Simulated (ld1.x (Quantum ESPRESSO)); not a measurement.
**u(r) = r·R(r): atom against pseudo-atom (O (Z = 8))**

Columns: radius, all-electron u(r) and pseudo u(r) of the 2s shell (level -58.29 eV) of oxygen in the configuration [He] 2s2 2p2; PBE, non-relativistic, TM semilocal scheme, ld1.x (Quantum ESPRESSO) 7.5.

| r (bohr) | all-electron | pseudo |
| --- | --- | --- |
| 0.055 | 0.3865 | -0.0652 |
| 0.110 | 0.4618 | -0.1317 |
| 0.165 | 0.3714 | -0.2008 |
| 0.220 | 0.2006 | -0.2736 |
| 0.275 | -0.0001 | -0.3512 |
| 0.330 | -0.2018 | -0.4341 |
| 0.385 | -0.3886 | -0.5223 |
| 0.440 | -0.5526 | -0.6141 |
| 0.495 | -0.6908 | -0.7067 |
| 0.550 | -0.8027 | -0.7954 |
| 0.605 | -0.8892 | -0.8750 |
| 0.660 | -0.9522 | -0.9402 |
| 0.715 | -0.9943 | -0.9874 |
| 0.770 | -1.0183 | -1.0156 |
| 0.825 | -1.0269 | -1.0263 |
| 0.880 | -1.0225 | -1.0225 |
| 0.935 | -1.0077 | -1.0077 |
| 0.990 | -0.9843 | -0.9843 |
| 1.045 | -0.9545 | -0.9545 |
| 1.100 | -0.9196 | -0.9196 |
| 1.155 | -0.8812 | -0.8812 |
| 1.210 | -0.8403 | -0.8403 |
| 1.265 | -0.7979 | -0.7979 |
| 1.320 | -0.7548 | -0.7548 |
| 1.375 | -0.7117 | -0.7117 |
| 1.430 | -0.6690 | -0.6690 |

Question: How many radial nodes do the two functions have?

Answer: The all-electron 2s function has n − l − 1 = 1; the pseudo-wave has 0, since the states of the same l below it are removed with the core.

Question: At about which radius was the pseudo-wave matched?

Answer: 0.95 bohr. The columns agree to 0.0005 from 0.88 bohr on; several derivatives are matched, so the curves merge somewhat inside the radius.

Question: Is the pseudo-wave norm-conserving?

Answer: Yes: the TM semilocal scheme keeps the norm inside the radius equal to the all-electron one, which fixes the energy derivative of the logarithmic derivative at the level.
